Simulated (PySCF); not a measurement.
## How methods differ on the excitation energy of P

P [Ne] 3s2 3p3 (4S) → P [Ne] 3s1 3p4 (4P), as a difference of total energies. Computed with PySCF 2.14 in ANO-RCC-VTZP, with the spin-free X2C one-electron Hamiltonian (Gaussian nucleus). Correlated levels: valence: [Ne] frozen; valence and next inner shell: 1s2 frozen. The calculations carry no spin-orbit coupling.

| method | excitation energy (eV) |
| --- | --- |
| UHF | 7.976 |
| LDA | 8.103 |
| PBE | 7.998 |
| PBE0 | 8.090 |
| r2SCAN | 7.677 |
| BHandHLYP | 8.271 |
| M06-2X | 8.160 |
| wB97X-V | 8.313 |
| SCS-MP2 (valence) | 8.122 |
| MP2 (valence and next inner shell) | 8.136 |
| SCS-MP2 (valence and next inner shell) | 8.151 |

Problem. Estimate what MN15 gives.

Solution. 7.799 eV, closest to r2SCAN among the rows shown.

Problem. Estimate what MP2 (valence) gives.

Solution. 8.096 eV, closest to LDA among the rows shown.

Errors of the correlated levels include the incompleteness of this basis and the frozen core.

For comparison: 7.395 eV (measured; NIST levels, between the centres of gravity of the two terms).
